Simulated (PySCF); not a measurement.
CH4O2, SMILES OCO. Atoms are numbered in the order given.

```xyz
7

O     -1.1681    -0.0942    -0.2468
C      0.0000     0.0000     0.5307
O      1.1681     0.0942    -0.2468
H     -1.2434     0.7093    -0.7760
H      0.0018     0.8948     1.1580
H     -0.0018    -0.8948     1.1580
H      1.2434    -0.7093    -0.7760
```

Coordinates come from a B3LYP-D3(BJ)/def2-TZVP optimisation. One conformer was computed; it need not be the lowest.

These are PBE/pcJ-1 run with PySCF values and carry that method's errors.

Isotropic couplings with Fermi-contact, spin-dipole and both spin-orbit terms, one fixed conformer, no vibrational averaging. Isotopes: 13C, 1H.

Question: Estimate the spin–spin coupling constants. (Estimate from the structure and the level; the computed values follow.)

Answer: 
```json
[
 {"pair": "C2–H5", "bonds apart": "1", "J (Hz)": "153.2"},
 {"pair": "C2–H6", "bonds apart": "1", "J (Hz)": "153.2"},
 {"pair": "C2–H4", "bonds apart": "2", "J (Hz)": "-3.6"},
 {"pair": "C2–H7", "bonds apart": "2", "J (Hz)": "-3.6"},
 {"pair": "H5–H6", "bonds apart": "2", "J (Hz)": "-5.2"},
 {"pair": "H4–H5", "bonds apart": "3", "J (Hz)": "3.1"},
 {"pair": "H4–H6", "bonds apart": "3", "J (Hz)": "16.3"},
 {"pair": "H5–H7", "bonds apart": "3", "J (Hz)": "16.3"},
 {"pair": "H6–H7", "bonds apart": "3", "J (Hz)": "3.1"},
 {"pair": "H4–H7", "bonds apart": "4", "J (Hz)": "-0.4"}
]
```
